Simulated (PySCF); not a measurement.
## From computed data to an observable: oscillator strength and radiative lifetime

trans-(1R,2R)-2-methoxycyclopropan-1-ol (C₄H₈O₂), SMILES CO[C@@H]1C[C@H]1O.

The structure is a stationary point at B3LYP-D3(BJ)/def2-SVP. The values are those of a single conformer.

TDA-PBE/def2-SVPD (PySCF 2.14.0) puts the first singlet state with f over 0.02 at 7.14 eV (vertical), with the transition dipole (-0.251, 0.004, 0.286) in atomic units.

### Question
Find the oscillator strength, the wavelength and the radiative lifetime that this transition would have in vacuum if emission retraced absorption.

### Answer

|μ|² = 0.1448 au, so |μ| = 0.97 D. ΔE = 7.14/27.211 = 0.2624 hartree. f = (2/3) ΔE |μ|² = 0.025 (the program prints 0.025).
λ = 1239.84/7.14 = 174 nm; ν = 57588 cm⁻¹.
Einstein's coefficient A = 0.6670 ν² f s⁻¹ (ν in cm⁻¹) = 5.6e7 s⁻¹, so τ = 1/A = 18 ns. This state is S9; the lower singlets have f = 0.016, 0.014, 0.012, 0.002, 0.015, 0.002, 0.003, 0.010. The figure is the radiative limit of this one transition; relaxation, internal conversion, crossing to triplets and a medium change what is measured.
